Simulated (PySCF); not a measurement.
**Spinor energies of Dy⁺ (dysprosium, charge +1)**

Start: [Xe] 4f10 6s1; 4f5/2 filled at m_j = -5/2, -3/2, -1/2, +1/2, +3/2, +5/2; 4f7/2 filled at m_j = +1/2, +3/2, +5/2, +7/2; 6s1/2 filled at m_j = +1/2. Calculated with PySCF 2.14 in x2c-SVPall-2c: generalised Hartree-Fock with the X2C-1e Hamiltonian and a Gaussian nucleus; one run each with spin-orbit coupling (SO) switched off, then screened by Boettger's factors.

```csv
spinor shell,electrons,"ε, spin-free (eV)","ε, screened SO (eV)",weight of nominal j (screened SO),"rms radius, screened SO (bohr)"
1s1/2,2,-54061.8,-54050.7,1.000,0.0240
2s1/2,2,-9131.7,-9128.2,1.000,0.0971
2p1/2,2,-8099.3,-8664.9,1.000,0.0830
2p3/2,4,-8099.3,-7859.3,1.000,0.0896
3s1/2,2,-2089.2,-2088.0,1.000,0.250
3p1/2,2,-1765.9,-1885.7,1.000,0.241
3p3/2,4,-1765.9,-1714.2,1.000,0.255
3d3/2,4,-1348.2,-1370.4,0.999,0.228
3d5/2,6,-1348.2,-1332.3,0.999,0.231
4s1/2,2,-442.40,-442.05,1.000,0.564
4p1/2,2,-333.42,-361.53,0.994,0.579
4p3/2,4,-333.42,-321.14,0.997,0.609
4d3/2,4,-181.84,-189.36,0.889,0.655
4d5/2,6,-181.84,-176.55,0.926,0.664
5s1/2,2,-65.714,-65.657,1.000,1.40
5p1/2,2,-37.507,-41.409,0.974,1.59
5p3/2,4,-37.507,-35.825,0.987,1.71
4f5/2,6,-19.780,-19.894,0.719,0.944
4f7/2,4,-19.780,-19.461,0.715,0.950
6s1/2,1,-10.791,-10.792,1.000,4.19
```

```tsv
quantity	spin-free	screened SO
E (hartree)	-12147.91431	-12156.84055
M_J	17/2	17/2
⟨J²⟩	80.757	80.757
⟨L²⟩	42.002	42.734
⟨S²⟩	8.755	8.605
```

Each row is a mean over spinors that exchange with the open shell spreads, by up to 14.772 eV (4d5/2).

Rows whose weight is well below 1 are mixtures of j = l ± 1/2: exchange outweighs spin-orbit coupling there, and the label is only the starting occupation.

Breit and QED terms are absent; they matter most for the inner s and p1/2 levels.

Densities and radii are taken from the X2C orbitals without a picture-change correction, which distorts them close to the nucleus.

Without spin-orbit coupling the j labels of p, d and f shells carry no meaning; the spin-free column gives the mean over the occupied spinors of each nl shell.
